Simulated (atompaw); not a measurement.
## Reading a pseudo-wave (F (Z = 9))

Columns: radius, all-electron u(r) and pseudo u(r) of the 2s shell (level -29.82 eV) of fluorine in the configuration [He] 2s2 2p5; PBE, non-relativistic, PAW (atompaw) scheme, atompaw 4.2.0.5.

```tsv
r (bohr)	all-electron	pseudo
0.035	0.3087	-0.0841
0.069	0.4337	-0.1651
0.104	0.4451	-0.2471
0.138	0.3840	-0.3249
0.173	0.2768	-0.4023
0.208	0.1452	-0.4765
0.242	0.0078	-0.5449
0.277	-0.1343	-0.6114
0.312	-0.2708	-0.6732
0.346	-0.3945	-0.7287
0.381	-0.5103	-0.7809
0.415	-0.6108	-0.8266
0.450	-0.7014	-0.8685
0.485	-0.7790	-0.9053
0.519	-0.8426	-0.9360
0.554	-0.8964	-0.9627
0.588	-0.9383	-0.9840
0.623	-0.9717	-1.0012
0.658	-0.9961	-1.0139
0.692	-1.0122	-1.0221
0.727	-1.0217	-1.0265
0.762	-1.0251	-1.0269
0.796	-1.0232	-1.0236
0.831	-1.0166	-1.0166
0.865	-1.0063	-1.0063
0.900	-0.9924	-0.9924
```

How many radial nodes do the two functions have?

The all-electron 2s function has n − l − 1 = 1; the pseudo-wave has 0, since the states of the same l below it are removed with the core.

Is the pseudo-wave norm-conserving?

No, it belongs to a PAW set: the norm inside the radius is not constrained, and the difference is carried by the augmentation charge.
